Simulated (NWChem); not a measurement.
**Atomisation of boron oxyfluoride (BFO)**

```xyz
3

F      0.0000     0.0000    -1.1984
B      0.0000     0.0000     0.0871
O      0.0000     0.0000     1.2938
```
Charge 0, spin multiplicity 1.

Program: NWChem. The geometry was optimised at B3LYP/def2-SVP, a minimum by its harmonic frequencies.

Basis set: def2-TZVP. The atomisation energy is electronic alone: no zero-point, thermal, spin-orbit or counterpoise terms. No value is extrapolated to the basis-set limit. Free atoms are single determinants with multiplicities F 2, B 2, O 3.

B3LYP has NWChem's definition, with VWN1-RPA local correlation. The stability of the SCF solutions was not checked. Open-shell Hartree-Fock references start from PBE0 orbitals.

**Question.** One of these methods gave an atomisation energy of 254.6 kcal/mol. Which?
A. PBE
B. LDA (SVWN5)
C. HF
D. B3LYP

**Answer.** C, HF. The others give 372.4 (PBE), 355.8 (B3LYP), 421.2 (LDA (SVWN5)).
